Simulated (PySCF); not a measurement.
WOBr₄, SMILES [Br][W]([Br])([Br])([Br])=[O], multiplicity 1.

Geometry optimised at PBE0-D3(BJ)/def2-SVP. The spin state was assumed, not searched. The def2 effective core potentials stand for the cores of W; spin–orbit coupling is left out.

Computed with PBE/def2-TZVP in PySCF.

The molecule is in vacuum.

Task: Estimate the frontier levels, gap, dipole moment. (An estimate is asked for; the answer gives what the named calculation found.)

Result: 
```yaml
highest_occupied_level: -6.94 eV
lowest_empty_level: -4.73 eV
orbital_gap: 2.21 eV
dipole_moment: 0.61 D
quadrupole, principal values (traceless, Buckingham form, about the centre of nuclear charge): -11.92, 5.96, 5.96 D·Å
```
